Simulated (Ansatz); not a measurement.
Reaction (formal exchange of groups at the In–N bond): `CC(C)[NH][In]([Cl])[Cl]` + CH₄ → `[CH3][In]([Cl])[Cl]` + `CC(C)N`

Program: Ansatz. Geometries: PBE0-D4/def2-TZVP. ΔE: electronic, gas phase. CCSD(T)/CBS is the MP2 limit (def2-TZVPP, def2-QZVPP) plus CCSD(T) − MP2 in def2-TZVPP, frozen cores. This one scheme is used for every species. DFT in def2-TZVPP. Elements past krypton have def2 core potentials. For In outer-core shells are correlated without core-valence functions, which leaves a few kJ/mol of doubt a bond. Each species was taken in one conformer, which may not be the lowest.

| level | ΔE (kcal/mol) |
| --- | --- |
| B97M-V | 5.6 |
| LC-ωPBE | 3.0 |
| RPA@PBE/def2-TZVPP | 5.6 |
| HF/def2-SVP | 2.6 |

What does CCSD(T)/CBS give? (Estimate.)

The calculation gave: +6.1 kcal/mol. The listed levels differ from it by -0.5, -3.1, -0.5, -3.5 kcal/mol.

Largest T1 diagnostic among the species: 0.013.

The D4 term adds +2.8 kcal/mol with B3LYP and +1.7 kcal/mol with PBE0; it sums over pairs of atoms, weighted by their polarisabilities, and B3LYP, whose exchange is more repulsive, gets the larger term. At CCSD(T), def2-SVP lies +1.8 kcal/mol from the extrapolated value and def2-TZVPP −0.6 kcal/mol. From r2SCAN to r2SCAN0 (25 % exact exchange), in def2-TZVPP and without D4, ΔE moves by −1.1 kcal/mol.

B3LYP here is the variant with VWN-RPA as its local correlation; programs differ in this.
